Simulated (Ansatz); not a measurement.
A single point on `C[CH](C)[In]([Cl])[Cl]`.

```yaml
crystal:
  periodic: [false, false, false]
  atoms:
    - {symbol: C, position_ang: [0.327383, -1.409153, 0.498793]}
    - {symbol: C, position_ang: [0.431448, 0.075885, 0.192118]}
    - {symbol: C, position_ang: [0.795040, 0.362474, -1.255653]}
    - {symbol: In, position_ang: [-1.386721, 1.107846, 0.748758]}
    - {symbol: Cl, position_ang: [-2.133779, 3.075107, -0.254973]}
    - {symbol: Cl, position_ang: [-2.844615, 0.385436, 2.418374]}
    - {symbol: H, position_ang: [-0.425519, -1.900632, -0.123155]}
    - {symbol: H, position_ang: [0.073723, -1.605016, 1.542539]}
    - {symbol: H, position_ang: [1.285528, -1.899953, 0.290900]}
    - {symbol: H, position_ang: [1.179685, 0.530226, 0.850283]}
    - {symbol: H, position_ang: [0.876171, 1.431234, -1.463778]}
    - {symbol: H, position_ang: [1.760934, -0.097997, -1.494764]}
    - {symbol: H, position_ang: [0.060713, -0.055458, -1.949450]}
basis:
  gaussian: {orbitals: def2-TZVPP}
hamiltonian: {xc: pbe}
correlation: {method: rpa}
```

```sh
$ ansatz run in.yaml --threads 4 --pin off --events-out ev --progress --plain --max-ram 11315MiB
```

Output, abridged:

```
Functional definition: PBE
2074 factors; integrals over basis functions are off by at most 1.1e-3 eV
mean field evaluation 1: about -33415.3358 eV, gradient 8.9e1 eV
mean field evaluation 2: about -33415.3233 eV, gradient 8.9e1 eV
mean field evaluation 4: about -33429.2738 eV, gradient 4.5e1 eV
mean field evaluation 8: about -33434.6980 eV, gradient 6.0e-1 eV
mean field evaluation 16: about -33434.6988 eV, gradient 7.7e-4 eV
mean field -33434.69879604 eV, -1228.7025179015 hartree, gradient 6.6e-6 eV, S^2 0.000000; 0 other end points of the search recorded, 0 dependent functions left out
17 core orbitals not correlated: weight in the atoms' cores, before any rotation towards them, 1.000 or more for the frozen orbitals, at most 0.000 for the correlated occupied ones
reference -33361.03338827 eV, -1225.9953640984 hartree; 23, 23 occupied and 285, 285 virtual orbitals, 2074 factors
Total energy: -33412.73234233 eV, -1227.8952656172 hartree
```

Hardware: 4 threads of an Arm Neoverse V2 on a shared host. Wall time 12 s, peak host memory 1.1 GiB.
